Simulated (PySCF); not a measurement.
**Dipole response of Ir³⁺ (iridium, charge +3)**

[Xe] 4f14 5d6, high-spin 5D determinant. Computed with PySCF 2.14 in aug-cc-pVTZ-PP with one added diffuse shell each of s, p, d, f, g type with ECP60MDF (7s7p6d4f3g, 113 functions), with a scalar-relativistic core potential. Coupled (time-dependent) response in atomic units; α is the mean over directions.

```csv
method,mean α (bohr³),"α xx, yy, zz",C₆ (like pair),S(−4)
UHF,6.365,"6.523, 6.523, 6.048",35.08,7.767
PBE,6.929,"7.106, 7.106, 6.574",38.54,10.50
```

S(−4) is the Cauchy moment in α(ω) = α(0) + S(−4) ω² + …

Spin-orbit coupling is absent.

α(iu) at PBE:

```csv
u (hartree),α(iu) (bohr³)
0,6.929
0.0500,6.903
0.100,6.827
0.200,6.552
0.300,6.172
0.500,5.324
0.750,4.370
1.00,3.607
1.50,2.532
2.00,1.849
3.00,1.083
5.00,0.4835
```

A single London oscillator, α(iu) = α/(1 + u²/ω²), gives C₆ = (3/4) ω α². Matching the computed C₆ needs ω = 4 × 38.54 / (3 × 6.929²) = 1.07 hartree.

For an ion, C₆ is the dispersion term alone; charge-induced terms of lower order in 1/R come first.

The components differ because the open shell of this determinant is not spherical; for a pure term their mean is the scalar polarisability.

Energies and moments cover only the electrons outside the core potential. Spin-orbit coupling, absent here, splits the open shell strongly.
